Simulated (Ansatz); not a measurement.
A structure relaxed at r2SCAN-D4/def2-SVP in Ansatz, charge 0, doublet:

| atom | x (Å) | y (Å) | z (Å) |
| --- | --- | --- | --- |
| Au1 | -1.4272 | 2.0863 | -2.5221 |
| Au2 | -1.0281 | -0.3240 | -1.6303 |
| Au3 | -0.0776 | 1.9289 | -0.3044 |
| Au4 | 0.4797 | -0.7017 | 0.8492 |
| Cl5 | -0.5273 | -2.4297 | -0.6106 |
| Cl6 | 1.4407 | -2.0820 | 2.5036 |
| Cl7 | 1.1399 | 1.5223 | 1.7148 |

(1) Give its formula and point group.

(2) Summarise the bond lengths by kind (pairs closer than 1.2 times the sum of covalent radii, bridged metal pairs left out).

Results:

(1) Au₄Cl₃. Point group C2v (tolerance 0.1 Å).

(2) 5 × Au–Cl 2.36 to 2.48 Å; 3 × Au–Au 2.60 to 2.78 Å.

In the def2 sets Au takes a core potential; there is no spin–orbit coupling. Another isomer (doublet) lies 0.77 eV lower at PBE0-D4/def2-TZVP; other spin states weren't run for this one.
